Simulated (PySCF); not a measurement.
**Stationary points of IOI₃**

All numbers come from PySCF, PBE0, basis I def2-SVP with ECP28, O def2-SVP (scalar-relativistic core potentials, no spin–orbit coupling, density fitting).

Relaxations began from a few typed shapes. The search is not exhaustive: other isomers or separated fragments can lie lower, and high-lying points may rest on an excited occupation.

Q: Order these stationary points by electronic energy, lowest first, in kJ/mol from the lowest minimum.
A. singlet Cs: I–I 2.798 Å, I–I 2.883 Å (×2), I–O 1.810 Å; I–I–I 97.0° (×2), I–I–I 159.9°, I–I–O 94.8° (×2), I–I–O 106.6°
B. singlet C2v: I–I 2.866 Å (×2), I–I 3.044 Å, I–O 1.845 Å; I–I–I 88.1° (×2), I–I–I 176.1°, I–I–O 91.9° (×2), I–I–O 180.0°
C. singlet C3v: I–I 2.869 Å (×3), I–O 1.808 Å; I–I–I 117.9° (×3), I–I–O 98.4° (×3)

A: A (0.0), C (2.4), B (92.9).

Q: Which of them are minima?

A: By energy in kJ/mol, 0.0: not settled, its softest mode being under 30 cm⁻¹; 2.4: minimum; 92.9: not settled, its softest mode being under 30 cm⁻¹.
